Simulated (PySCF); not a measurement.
Excitations are Tamm–Dancoff values on a coarser integration grid. The basis has no diffuse functions, so Rydberg states are missing or too high.

Z-matrix (Å, degrees):
```
C
C 1 1.3351
H 2 1.0835 1 134.33
C 1 1.4846 2 136.85 3 0.02
H 4 1.0928 1 110.54 2 121.51
H 4 1.0928 5 106.57 1 -120.02
H 4 1.0931 5 108.60 6 -116.82
Si 2 1.8059 3 156.86 1 -179.89
H 8 1.4823 2 120.49 3 76.41
C 8 1.8701 9 110.44 2 154.50
H 10 1.0906 8 110.70 9 179.32
H 10 1.0924 11 108.52 8 121.88
H 10 1.0925 11 108.41 12 116.51
```
Charge 0, spin multiplicity 1.

Task: Predict the dipole moment, S1 excitation (TDA) and T1 excitation (TDA) from PBE-D3(BJ)/def2-TZVP // B3LYP-D3(BJ)/def2-TZVP in PySCF.

Result: 
| Property | Value |
|---|---|
| dipole moment | 0.83 D |
| S1 excitation (TDA) | 5.33 eV |
| T1 excitation (TDA) | 4.63 eV |
